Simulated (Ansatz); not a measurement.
Compare A (`C=C([SiH3])BC`) with its isomer B (`CC1([SiH3])BC1`).

Isolated molecules relaxed with PBE0-D4/def2-TZVP in Ansatz; ΔE leaves out vibrations. CCSD(T)/CBS adds triple-zeta CCSD(T) − MP2 to the extrapolated MP2 energy (def2 sets, frozen cores). DFT in def2-TZVPP. B3LYP here is the variant with VWN-RPA as its local correlation; programs differ in this. Each species was taken in one conformer, which may not be the lowest.

**Question.** Which isomer does CCSD(T)/CBS put lower? Give the gap. (An estimate is asked.)

**Answer.** Ansatz gave: A, by 88.3 kJ/mol.

**Question.** Give E(B) − E(A) in kJ/mol with CCSD(T)/def2-TZVPP, ωB97M-V, B3LYP-D4, CCSD/def2-TZVPP, PBE0-D4, HF/def2-TZVPP, B3LYP. (An estimate is asked.)

**Answer.** Computed: CCSD(T)/def2-TZVPP 90.6, ωB97M-V 80.4, B3LYP-D4 94.8, CCSD/def2-TZVPP 90.1, PBE0-D4 71.6, HF/def2-TZVPP 110.0, B3LYP 96.5. None reverses the order clearly.

Largest T1 diagnostic: 0.011.

In def2-TZVPP, CCSD(T) changes the Hartree–Fock value by −19.4 kJ/mol (the triples alone add +0.5 kJ/mol) and MP2 by −30.5 kJ/mol. From PBE to PBE0 (25 % exact exchange), in def2-TZVPP and without D4, E(B) − E(A) moves by −3.8 kJ/mol.
